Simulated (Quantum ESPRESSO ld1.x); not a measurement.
Question: The table gives one normalised radial function P(r) = r R(r) (large component) of Tm2+ in [Xe] 4f13 (r in bohr). Calculated with ld1.x of Quantum ESPRESSO 7.5: Dirac Kohn-Sham, LDA (Slater exchange, Perdew-Zunger correlation), spin-unpolarised, spherical densities, point nucleus; open shells fill j = l - 1/2 first.

r          P
0.002454  0.0000
0.002857  0.0000
0.003326  0.0000
0.003841  0.0000
0.004471  0.0000
0.005205  0.0000
0.00606   0.0000
0.007054  0.0000
0.008212  0.0000
0.009561  0.0000
0.01113   0.0001
0.01296   0.0001
0.01508   0.0002
0.01756   0.0004
0.02044   0.0006
0.0238    0.0011
0.02771   0.0019
0.03225   0.0032
0.03755   0.0054
0.04371   0.0090
0.05089   0.0147
0.05924   0.0238
0.06897   0.0379
0.08029   0.0592
0.09273   0.0885
0.1079    0.1322
0.1257    0.1923
0.1463    0.2720
0.1703    0.3728
0.1983    0.4939
0.2308    0.6306
0.2687    0.7739
0.3128    0.9101
0.3642    1.0236
0.424     1.0993
0.4936    1.1275
0.5746    1.1062
0.6689    1.0410
0.7787    0.9426
0.9066    0.8235
1.055     0.6959
1.229     0.5702
1.43      0.4538
1.665     0.3511
1.938     0.2638
2.239     0.1952
2.606     0.1366
3.034     0.0909
3.532     0.0569
4.112     0.0330
4.787     0.0175
5.573     0.0083
6.488     0.0034
7.553     0.0012
8.792     0.0004
10.24     0.0001

Which n and l does it have? It may be an empty orbital.

Answer: n = 4, l = 3: the number of nodes gives n - l - 1 = 0, the rise at small r points to l (this Dirac orbital starts as r^gamma with gamma = sqrt((l + 1)^2 - (Z/c)^2) = 3.97; the j = 7/2 orbital of l + 1 starts with the same power, but with a smaller coefficient, and then steepens), and the extent must fit the shell. The curve is that of 4f7/2; the two j differ most near the nucleus, where j = l - 1/2 has the larger amplitude, and in heavy atoms j = l - 1/2 is also the more compact. 4f7/2: eigenvalue -17.292 eV, 0 radial nodes, <r> = 0.809 bohr, 90 % of the charge inside 1.42 bohr.
